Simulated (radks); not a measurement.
Question: The mean radii <r> (bohr) of the occupied orbitals of an atom or ion are listed with their occupations. Calculated with a radial shooting solver on a logarithmic mesh with Libxc functionals: Dirac Kohn-Sham, PBE, spin-unpolarised, spherical densities, finite nucleus; Fermi nuclear charge, rms radius of each element as measured or else 0.836 A^(1/3) + 0.57 fm.

orbital  occ.      <r>
1s1/2       2  0.01899
2s1/2       2  0.07978
2p1/2       2  0.06612
2p3/2       4  0.07385
3s1/2       2   0.2082
3p1/2       2   0.1981
3p3/2       4   0.2124
3d3/2       4   0.1863
3d5/2       6   0.1908
4s1/2       2   0.4682
4p1/2       2   0.4746
4p3/2       4   0.5074
4d3/2       4   0.5285
4d5/2       6   0.5400
5s1/2       2    1.138
5p1/2       2    1.272
5p3/2       4    1.385
4f5/2       6   0.6719
4f7/2       8   0.6851
6s1/2       1    3.569
5d3/2       3    2.658

Name the element and its charge. Open shells, if any, fill j = l - 1/2 first.

Answer: Z = 72, hafnium, charge 0: Hf in [Xe] 4f14 5d3 6s1. The 1s radius gives Z: for a bare nucleus <r> = (2 gamma + 1)/(2Z) with gamma = sqrt(1 - (Z/c)^2), 0.01876 bohr for Z = 72, and screening makes it slightly larger (0.01899 here). The occupations add up to 72, and the charge is Z minus that.
